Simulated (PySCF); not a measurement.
Bonds (- single, = double, # triple, : aromatic): C1#C2 1.214 Å, C2-C3 1.442 Å, C3=N4 1.268 Å, N4-Si5 1.759 Å, Si5-C6 1.871 Å. C1 carries H7; C3 carries H8; Si5 carries H9, H10; C6 carries H11, H12, H13. Stereochemistry as in C#C/C=N\[SiH2]C.

Geometry: PBE0-D3(BJ)/def2-SVP; GIAO shifts from PySCF 2.14, gas phase, non-relativistic, averaged over equivalent atoms.

At PBE/pcSseg-1 (144 basis functions, 15 s wall time on 1 thread of an Arm Neoverse V2, shared host):
```
      atoms  δ (ppm)
         C3    156.9
         C1     86.5
         C2     81.1
         C6     -4.7
         N4    427.9
        Si5    -35.1
         H8     8.54
     H9/H10     5.29
         H7     3.13
H11/H12/H13     0.41
```

δ = σ(ref) − σ, references computed at the same level: ¹³C (σ = 180.03 ppm), ²⁹Si (σ = 334.61 ppm), ¹H (σ = 31.20 ppm) vs TMS; ¹⁵N (σ = 265.06 ppm) vs NH3.

Predict the values at PBE0/pcSseg-2 on the same geometry.

Results:


| atoms | δ at PBE0/pcSseg-2 | change |
| --- | --- | --- |
| C3 | 163.8 | +6.9 |
| C1 | 90.2 | +3.7 |
| C2 | 82.7 | +1.6 |
| C6 | -4.7 | +0.0 |
| N4 | 434.1 | +6.2 |
| Si5 | -33.3 | +1.8 |
| H8 | 8.62 | +0.08 |
| H9/H10 | 5.15 | -0.14 |
| H7 | 3.12 | -0.01 |
| H11/H12/H13 | 0.35 | -0.06 |

Scale: TMS for ¹³C (σref 184.13), ²⁹Si (σref 341.29), ¹H (σref 31.25); ¹⁵N (σref 261.69) vs NH3 (reference shieldings calculated alike).

The largest change is at C3 (C=N carbon). Cost: 321 basis functions, 100 s wall time on 1 thread of an Arm Neoverse N1, shared host. The order of the carbon signals is the same at both levels.

Experimental scales use liquid or dissolved standards, which lie at an offset from isolated NH3 (liquid NH3: subtract about 20 ppm). Unscaled 15N shifts of sp2 nitrogen come out 20 to 40 ppm too high even then.
